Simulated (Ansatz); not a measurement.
Relaxation of CH2NO2Sb (7 atoms, charge 0, multiplicity 1), to a largest force component of 0.015 eV/Å in at most 40 steps.

The calculation used Ansatz 0.2.0, RKS PBE0/def2-SVPD.

```xyz
7
Properties=species:S:1:pos:R:3:forces:R:3
O -0.884 1.519 0.428 -3.25 0.32 -0.34
Sb -0.403 -0.112 1.427 -0.47 -0.29 0.65
N -0.360 -1.181 -0.278 2.46 -0.70 -6.07
C 0.916 -0.721 -0.725 -8.37 -1.47 9.36
O 1.327 -0.182 0.507 5.63 1.67 -2.83
H -1.905 1.476 0.260 2.85 0.36 0.31
H 1.370 -0.868 -1.665 1.15 0.12 -1.07
```

Q: Where does it end, and by what steps?

A: It converged. After 15 steps the energy has fallen by 2.486 eV; O1 moved furthest, 0.67 Å. The start is strongly strained (largest force component 9 eV/Å).

```
step  energy less start (eV)  largest force component (eV/Å)  accepted
   0                  0.0000                           9.362       yes
   1                 -1.6458                           4.462       yes
   2                 -1.8464                           3.447       yes
   3                 -2.0972                           1.740       yes
   4                 -2.2056                           1.758       yes
   5                 -2.1792                           3.059        no
   6                 -2.3322                           0.833       yes
   7                 -2.4069                           0.535       yes
   8                 -2.4445                           1.333       yes
   9                 -2.4802                           0.142       yes
  10                 -2.4770                           0.389        no
  11                 -2.4836                           0.104       yes
  12                 -2.4817                           0.239        no
  13                 -2.4855                           0.027       yes
  14                 -2.4857                           0.031       yes
  15                 -2.4858                           0.008       yes
```

```xyz
7
Properties=species:S:1:pos:R:3
O -1.336 1.455 0.914
Sb -0.339 -0.162 1.430
N -0.395 -1.193 -0.386
C 0.790 -0.758 -0.637
O 1.383 0.088 0.208
H -1.414 1.546 -0.045
H 1.372 -1.043 -1.530
```

Time of the run: 86 s on 2 threads of Arm Neoverse V1 (shared host), peak memory 0.38 GiB.
